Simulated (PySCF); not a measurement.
H6NSi2, charge +1, multiplicity 1. Atoms are numbered in the order given.

```xyz
9

Si     0.1525     1.5865     0.0000
N     -0.6013     0.1187     0.0000
Si     0.1319    -1.5616     0.0000
H      1.6268     1.5982     0.0000
H     -0.6677     2.8128     0.0000
H     -1.6259     0.1350     0.0000
H     -0.3486    -2.2175     1.2392
H      1.5914    -1.2907     0.0000
H     -0.3486    -2.2175    -1.2392
```
Charge +1, spin multiplicity 1.

Geometry: PBE0-D3(BJ)/def2-SVP. The multiplicity is an assumed one; other spin states were not compared. The isomer is the one that the SMILES or the coordinates give; other isomers of the formula were not compared.

The numbers are results of PySCF with M06-2X/def2-TZVPD, not measurements.

Symmetry labels are those of the subgroup Cs that the program uses (full group Cs).

Task: List the valence orbital energies around the gap with their symmetry. (The exact figures need the calculation; the answer reports its results.)

Result: 
```json
[
 {"orbital": "HOMO−7", "symmetry": "A'", "energy (eV)": "-22.87"},
 {"orbital": "HOMO−6", "symmetry": "A'", "energy (eV)": "-21.97"},
 {"orbital": "HOMO−5", "symmetry": "A'", "energy (eV)": "-19.76"},
 {"orbital": "HOMO−4", "symmetry": "A'", "energy (eV)": "-18.05"},
 {"orbital": "HOMO−3", "symmetry": "A'", "energy (eV)": "-17.24"},
 {"orbital": "HOMO−2", "symmetry": "A\"", "energy (eV)": "-16.85"},
 {"orbital": "HOMO−1", "symmetry": "A'", "energy (eV)": "-15.70"},
 {"orbital": "HOMO", "symmetry": "A\"", "energy (eV)": "-14.98"},
 {"orbital": "LUMO", "symmetry": "A\"", "energy (eV)": "-6.89"},
 {"orbital": "LUMO+1", "symmetry": "A'", "energy (eV)": "-4.62"},
 {"orbital": "LUMO+2", "symmetry": "A'", "energy (eV)": "-4.19"},
 {"orbital": "LUMO+3", "symmetry": "A'", "energy (eV)": "-3.39"}
]
```
